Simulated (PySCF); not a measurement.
Zn(OMe)(SH), SMILES C[O][Zn][SH], PBE0/def2-SVP optimised geometry. Atoms within 1.6 Å of the plane z = 0.0 Å (x, y, z in Å): Zn1 (0.78, 0.70, 0.00), O2 (-0.99, 0.85, 0.00), C3 (-1.93, -0.16, 0.04), H4 (-1.87, -0.80, 0.95), H5 (-2.95, 0.28, 0.04), H6 (-1.88, -0.85, -0.83), S7 (2.95, 0.70, 0.00), H8 (3.01, 0.69, -1.35).

Method: PBE0/def2-TZVP in PySCF. Cells within 0.4 Å of a nucleus heavier than hydrogen are left out (blank, or x).

Map of the log10 of the electron density (e/bohr³), floored at −4 on the plane z = 0.0 Å:

```
|0000000000000000000000000000000|
|0000000000000000000000000000000|
|0000000000000000000000000000000|
|0000000000000000000000000000000|
|0000000000000000000000000000000|
|0000000000000000000000111100000|
|0000000000001000001111222211000|
|0000000001122221122223333322100|
|0000000012333333333333444433210|
|0000001123455544444444555544321|
|0000122234566655555555666655421|
|0001233345678766787666777765432|
|00123455567xxx778xx86678x776432|
|00234566667xxx779xx8677xxx76532|
|00235687777887768x976678x776432|
|002346778xx77665677666677765432|
|001345677xx76555555555666654321|
|0012345677765444444444555544321|
|0001234566654332333333444433210|
|0000123455554321122222333322100|
|0000012344433210001111222111000|
|0000001223322100000000010000000|
|0000000011111000000000000000000|
|0000000000000000000000000000000|
|0000000000000000000000000000000|
|0000000000000000000000000000000|
|0000000000000000000000000000000|
|0000000000000000000000000000000|
|0000000000000000000000000000000|
|0000000000000000000000000000000|
|0000000000000000000000000000000|
```
Scale: ten equal steps from -4.00 (start of '0') to 0.365 (end of '9'), in the order '0123456789'; x runs from -5.00 to 5.00, y from -5.00 (bottom) to 5.00 (top).
